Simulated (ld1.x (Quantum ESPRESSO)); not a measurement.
# Which change was made? (Au, TM)

* Element: Au (Z = 79)
* Generator: ld1.x (Quantum ESPRESSO) 7.5
* Type: norm-conserving Troullier–Martins (Kleinman–Bylander form)
* Functional: LDA (PZ)
* Relativity: scalar-relativistic
* Frozen core: [Kr] 4d10 4f14
* Valence charge: 19
* Reference configuration: 5s2 5p6 5d9.5 6s0 6p0 (charge +1.5)
* Partial waves: 5s (bound): rc 1.30 bohr; 5p (bound): rc 1.25 bohr; 5d (bound): rc 1.70 bohr
* Local potential: all-electron potential smoothed inside 1.10 bohr (lloc = -1)
* Core correction: Bessel-smoothed model core inside 0.90 bohr

Cutoffs, loose and tight: the cutoffs (Ry, on a coarse ladder) from which the occupation-weighted sum of valence levels, in a spherical-Bessel basis at the reference potential, stays within 10 and 1 mRy of its value at 400 Ry. They do not see the model core or the augmentation charge, which bear on the density cutoff. Test errors are all-electron minus pseudo excitation energies from the reference, over the configurations 5s2 5p6 5d10 6s1 6p0; 5s2 5p6 5d10 6s0 6p0; 5s2 5p6 5d9 6s0 6p0; 5s2 5p6 5d9 6s1 6p1; 5s2 5p6 5d7 6s0 6p0; 5s2 5p5 5d10 6s1 6p0; 5s2 5p6 5d9 6s2 6p0 (two spin-polarised tests are not counted in the largest error); variants that change the core or the reference have their own tests. The largest error is taken over the tests solved by every variant that gives reliable tests at all, those not shown here included: 5s2 5p6 5d10 6s0 6p0; 5s2 5p6 5d7 6s0 6p0; 5s2 5p6 5d9 6s0 6p0.

The base gives: outcome: generated; cutoff, loose: 120 Ry; cutoff, tight: 180 Ry; bound ghosts: s; largest test error (meV): -10.

**Question.** After one change the result is: outcome: generated; cutoff, loose: 45 Ry; cutoff, tight: 70 Ry; bound ghosts: none; largest test error (meV): -21. Which change was it?
A. all radii but the core radius scaled by about 1.40 (s 1.82, p 1.76, d 2.38 bohr); local potential all-electron potential smoothed inside 1.54 bohr (lloc = -1)
B. all radii but the core radius scaled by about 1.22 (s 1.58, p 1.52, d 2.08 bohr); local potential all-electron potential smoothed inside 1.34 bohr (lloc = -1)
C. all radii but the core radius scaled by about 0.75 (s 0.98, p 0.94, d 1.28 bohr); local potential all-electron potential smoothed inside 0.84 bohr (lloc = -1)
D. all radii but the core radius scaled by about 0.91 (s 1.18, p 1.14, d 1.54 bohr); local potential all-electron potential smoothed inside 1.00 bohr (lloc = -1)

**Answer.** A. The others give: all radii but the core radius scaled by about 0.75 (s 0.98, p 0.94, d 1.28 bohr); local potential all-electron potential smoothed inside 0.84 bohr (lloc = -1) → outcome: generated; cutoff, loose: 230 Ry; cutoff, tight: over 300 Ry; bound ghosts: s, p; largest test error (meV): +2.7 | all radii but the core radius scaled by about 0.91 (s 1.18, p 1.14, d 1.54 bohr); local potential all-electron potential smoothed inside 1.00 bohr (lloc = -1) → outcome: generated; cutoff, loose: 140 Ry; cutoff, tight: 230 Ry; bound ghosts: s; largest test error (meV): -9.5 | all radii but the core radius scaled by about 1.22 (s 1.58, p 1.52, d 2.08 bohr); local potential all-electron potential smoothed inside 1.34 bohr (lloc = -1) → outcome: generated; cutoff, loose: 70 Ry; cutoff, tight: 100 Ry; bound ghosts: none; largest test error (meV): -8.4.
